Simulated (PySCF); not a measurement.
CH₇ClOSi₃, SMILES [SiH2]1[Si@H]([SiH2][C@H]1O)Cl. Atoms are numbered in the order given.

```xyz
13

O     -1.6950     0.0590     1.2580
C     -1.6757    -0.7603     0.0705
Si    -0.0456    -1.7720     0.2932
Si     1.1266     0.1192    -0.5103
Cl     1.6905     1.5483     0.9118
Si    -1.0631     0.3734    -1.3787
H     -2.2559     0.8395     1.0837
H     -2.6150    -1.3421    -0.0794
H      0.0425    -2.8513    -0.7598
H      0.1425    -2.3659     1.6614
H      2.2838    -0.0625    -1.4533
H     -1.7705     1.7071    -1.3497
H     -1.2033    -0.2440    -2.7488
```

The structure is a stationary point at PBE-D3(BJ)/def2-SVP. The structure was generated by enumeration; whether it is a known compound was not checked. One conformer was computed; it need not be the lowest.

Computed with PySCF with PBE/pcSseg-1.

GIAO shieldings, no solvent; atoms listed in one row are averaged. δ = σ(ref) − σ: ¹⁷O against H2O (σ = 334.3 ppm); ¹³C against TMS (σ = 182.0 ppm); ²⁹Si against TMS (σ = 335.4 ppm); ³⁵Cl against HCl (σ = 936.5 ppm); ¹H against TMS (σ = 31.49 ppm), references at their B3LYP-D3(BJ)/def2-TZVP geometries, non-relativistic (without spin–orbit terms, shifts of atoms bonded to Cl or Br come out too high).

```tsv
nucleus	atoms	count	δ (ppm)
¹⁷O	O1	1	56.0
¹³C	C2	1	70.8
²⁹Si	Si4	1	29.7
²⁹Si	Si3, Si6	2	-43.2
³⁵Cl	Cl5	1	-57.9
¹H	H11	1	6.80
¹H	H13	1	5.53
¹H	H10	1	5.43
¹H	H8	1	5.21
¹H	H9	1	5.17
¹H	H12	1	4.97
¹H	H7	1	0.67
```
